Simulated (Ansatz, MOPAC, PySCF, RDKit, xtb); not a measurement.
Complex: AsH3 (SMILES [AsH3]) (first 4 atoms) with HBr (SMILES Br); geometry from B3LYP-D3(BJ)/def2-TZVP, rigid monomers moved along the line of their centres of mass till As1···H6 is 2.98 Å.
(charge 0, multiplicity 1):
```csv
atom,x (Å),y (Å),z (Å)
As,-0.2459,-0.1997,0.1439
H,-0.9311,0.7332,-0.8422
H,-0.4163,-1.4192,-0.7482
H,1.1450,0.1094,-0.3869
Br,-1.2018,-0.2441,4.4594
H,-0.8908,-0.2293,3.0541
```

```
level                                  interaction energy (kJ/mol)  minus CCSD(T)/CBS(aug-cc-pVDZ, aug-cc-pVTZ)  cost
-------------------------------------  ---------------------------  -------------------------------------------  ----
UFF                                                           -0.7                                          8.7     -
GFN-FF                                                        -6.2                                          3.1     -
AM1                                                           -4.4                                          4.9     -
PM3                                                           -3.4                                          5.9     -
PM6                                                           -3.2                                          6.2     -
GFN1-xTB                                                      -5.4                                          4.0     -
GFN2-xTB                                                      -8.8                                          0.6     -
HF/STO-3G (no counterpoise)                                   -8.6                                          0.8     -
HF/3-21G (no counterpoise)                                    -6.9                                          2.5     -
HF/6-31G*                                                     -4.4                                          4.9     -
HF/6-31G* (no counterpoise)                                   -4.8                                          4.6     -
HF/aug-cc-pVDZ                                                -4.0                                          5.4     -
HF/aug-cc-pVTZ                                                -3.8                                          5.6     -
PBE/def2-TZVPPD                                               -9.3                                          0.0    ×1
PBE-D3(BJ)/def2-TZVPPD                                       -12.0                                         -2.6    ×1
PBE-D4/def2-TZVPPD                                           -11.8                                         -2.4    ×1
BP86/6-31G* (no counterpoise)                                 -8.3                                          1.0     -
r2SCAN/def2-TZVPPD                                            -8.4                                          1.0    ×2
r2SCAN-D3(BJ)/def2-TZVPPD                                     -9.5                                         -0.1    ×2
r2SCAN-D4/def2-TZVPPD                                         -9.2                                          0.2    ×2
B3LYP/3-21G (no counterpoise)                                -11.0                                         -1.6     -
B3LYP/6-31G*                                                  -7.7                                          1.7     -
B3LYP/6-31G* (no counterpoise)                                -8.2                                          1.2     -
B3LYP/LANL2DZ (no counterpoise)                              -10.0                                         -0.7     -
B3LYP/def2-TZVPPD                                             -6.2                                          3.2    ×1
B3LYP-D3(BJ)/def2-TZVPPD                                     -10.9                                         -1.5    ×1
PBE0/def2-TZVPPD                                              -8.8                                          0.6    ×2
PBE0-D4/def2-TZVPPD                                          -11.1                                         -1.8    ×2
M06-2X/6-31G* (no counterpoise)                               -9.9                                         -0.6     -
wB97X-V/def2-TZVPPD                                           -9.4                                          0.0    ×3
wB97M-V/def2-TZVPPD                                           -8.8                                          0.6    ×4
MP2/6-31G*                                                    -8.4                                          1.0     -
MP2/6-31G* (no counterpoise)                                 -10.3                                         -0.9     -
MP2/aug-cc-pVDZ                                               -9.0                                          0.4     -
MP2/aug-cc-pVTZ                                              -10.0                                         -0.6     -
MP2/CBS(aug-cc-pVDZ, aug-cc-pVTZ)                            -10.4                                         -1.1     -
SCS-MP2/aug-cc-pVDZ                                           -7.2                                          2.1     -
CCSD/aug-cc-pVDZ                                              -7.0                                          2.4     -
CCSD(T)/aug-cc-pVTZ                                           -8.8                                          0.5   ×70
CCSD(T)/CBS(aug-cc-pVDZ, aug-cc-pVTZ)                         -9.4                                          0.0   ×70
```

 The comparison column counts from a level with limits of its own.

The rows run from -12.0 (PBE-D3(BJ)/def2-TZVPPD) to -0.7 kJ/mol (UFF). In aug-cc-pVTZ the value moves HF -3.8, MP2 -10.0, CCSD(T) -8.8, a shift of -5.0 from HF to CCSD(T). From aug-cc-pVDZ to aug-cc-pVTZ MP2 changes by -1.0. The dispersion term adds -2.6 in PBE-D3(BJ), -2.4 in PBE-D4, -1.1 in r2SCAN-D3(BJ). The 6 functionals in def2-TZVPPD without D3 or D4 span 3.2, from wB97X-V to B3LYP.

Counterpoise-corrected where a basis set is named; no monomer relaxation. Rows marked so take none. RDKit's UFF carries no charges.

Cores are frozen in the correlated methods. Filled d and f shells under p-block atoms count as core. CBS(a, b) extrapolates the correlation energy as X⁻³ and adds the Hartree–Fock energy of set b. Rows in 3-21G, 6-31G*, LANL2DZ, STO-3G carry no dispersion term and start afresh at each structure (6-31G* with six Cartesian d functions); the Pople sets are all-electron and without relativity. MP2/6-31G* freezes PySCF's default core, which leaves 3d correlated. LANL2DZ brings its own core potentials from Na on. The state that AM1, PM3, PM6 reach isn't checked.

Programs: Ansatz (Gaussian orbitals); MOPAC for AM1, PM3, PM6 (differences of heats of formation); PySCF for 3-21G rows, 6-31G* rows, LANL2DZ rows, STO-3G rows, the dispersion terms; RDKit for the force fields; xtb for the GFN methods. Each number belongs to the level named beside it.

Costs are rough ratios of core time to PBE/def2-TZVPPD (about 5 s over the structures, on one shared machine); a dash marks a level with no comparable run of its own.

Ansatz is a quantum-chemistry and plane-wave program.
